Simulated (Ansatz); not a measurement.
Start from `Cl[SiH]1[CH2][GeH2]1` and change one atom or group to get `S[SiH]1[CH2][GeH2]1`.

Ansatz, PBE0-D4/def2-TZVP geometries, multiplicity 1. Each molecule was computed in one conformer, which needn't be the lowest.

Scalar relativity is left out up to krypton.

| property | `Cl[SiH]1[CH2][GeH2]1` |
| --- | --- |
| HOMO energy (PBE/def2-TZVPP) / eV | -5.76 |
| LUMO energy (B3LYP/def2-TZVPP) / eV | -0.74 |
| HOMO–LUMO gap (B3LYP/def2-TZVPP) / eV | 5.84 |
| size of the dipole moment (B3LYP/def2-TZVPP) / D | 1.25 |
| HOMO–LUMO gap (ωB97M-V/def2-TZVPP) / eV | 10.06 |
| HOMO–LUMO gap (PBE0/def2-TZVPP) / eV | 6.24 |

Q: What does the change do to each property? (Best estimate.)

A: Ansatz gave: 
```csv
property,`S[SiH]1[CH2][GeH2]1`,shift
HOMO energy (PBE/def2-TZVPP) / eV,-5.49,0.27
LUMO energy (B3LYP/def2-TZVPP) / eV,-0.76,-0.02
HOMO–LUMO gap (B3LYP/def2-TZVPP) / eV,5.53,-0.31
size of the dipole moment (B3LYP/def2-TZVPP) / D,0.67,-0.58
HOMO–LUMO gap (ωB97M-V/def2-TZVPP) / eV,9.69,-0.37
HOMO–LUMO gap (PBE0/def2-TZVPP) / eV,5.93,-0.31
```

Dipoles are sizes alone; their direction can turn.

B3LYP here is the variant with VWN-RPA as its local correlation; programs differ in this.
